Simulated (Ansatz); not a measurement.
Ansatz (a program for electronic structure) input (PBE0/def2-TZVP):

Ansatz 0.2 input:
```yaml
crystal:
  periodic: [false, false, false]
  atoms:
    - {symbol: S, position_ang: [-0.00000000, -0.00000000, -0.57933392]}
    - {symbol: F, position_ang: [0.00000000, 0.00000000, 1.02992697]}
basis:
  gaussian:
    orbitals: def2-TZVP
hamiltonian:
  xc: {name: PBE0}
magnetization: {spin_polarized: true, initial_magnetization: 1}
relax: {f_tol: 0.003, max_steps: 100}
```

End of the output:

```
mean field: 0.17 GiB planned
mean field -13545.39343078 eV, -497.7840271838 hartree, gradient 1.8e-5 eV, S^2 0.755182; 0 other end points of the search recorded, 0 dependent functions left out
the calculation of the forces begins
reference -13545.39344626 eV, -497.7840277525 hartree; 13, 12 occupied and 55, 56 virtual orbitals, 427 factors
relax step   5: F+E_penalty+E_count = -13545.39343078 eV  Δ(F+E_penalty+E_count) = -1.091e-6 eV  max|allowed force component| = 3.967e-6 eV/Å  Δτ_max = 0.0001 Å  (23 SCF iters, accepted)
integrals: 0.01 GiB planned
427 factors; their error is unknown
mean field: 0.17 GiB planned
mean field -13545.39343078 eV, -497.7840271838 hartree, gradient 1.8e-5 eV, S^2 0.755182; 1 other end points of the search recorded, 0 dependent functions left out
the calculation of the forces begins
reference -13545.39344626 eV, -497.7840277525 hartree; 13, 12 occupied and 55, 56 virtual orbitals, 427 factors
Total energy: -13545.39344626 eV, -497.7840277525 hartree
Atom 0 at     0.000000     0.000000    -0.571855 Å, force     0.000000     0.000000    -0.000004 eV/Å
Atom 1 at    -0.000000    -0.000000     1.022448 Å, force    -0.000000    -0.000000     0.000004 eV/Å
Dipole moment:    -0.000000    -0.000000    -0.166144 e Å
```
